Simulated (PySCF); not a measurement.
**Vibration and rotation of MgAs⁻**

MN15 constants of MgAs⁻, ³Π (triplet), unpaired electrons σ ↑, π ↑ (Mg aug-cc-pVDZ, As aug-cc-pVDZ-PP with ECP10; scalar-relativistic core potentials (PySCF 2.14); masses 23.9850 and 74.9216 u):

| Quantity | Value |
| --- | --- |
| ωe | 252.2 cm⁻¹ |
| ωexe | 2.6 cm⁻¹ |
| Be | 0.1415 cm⁻¹ |
| αe | 0.00147 cm⁻¹ |
| D (centrifugal) | 1.78e-07 cm⁻¹ |
| De to Mg + As⁻ | 1.18 eV |

Give the vibrational terms G(v) and spacings up to v = 6.

G(v) = ωe(v+½) − ωexe(v+½)².

| v | G(v) (cm⁻¹) | G(v) − G(v−1) | Bv (cm⁻¹) |
| --- | --- | --- | --- |
| 0 | 125.4 |  | 0.1408 |
| 1 | 372.4 | 247.0 | 0.1393 |
| 2 | 614.2 | 241.8 | 0.1378 |
| 3 | 850.8 | 236.6 | 0.1364 |
| 4 | 1082.2 | 231.4 | 0.1349 |
| 5 | 1308.4 | 226.2 | 0.1334 |
| 6 | 1529.5 | 221.0 | 0.1319 |

How well does the Morse estimate ωe²/(4ωexe) reproduce De, and what is D0?

It gives 0.76 eV, 64 % of the computed De. D0 = De − G(0) = 1.18 − 0.02 = 1.16 eV.

Spin–orbit coupling is left out. For an ion De counts to the pair picked by the measured ionisation energies or electron affinities, which need not be the lowest pair at this level. The state was picked by a PBE0 search and need not be the measured ground state.
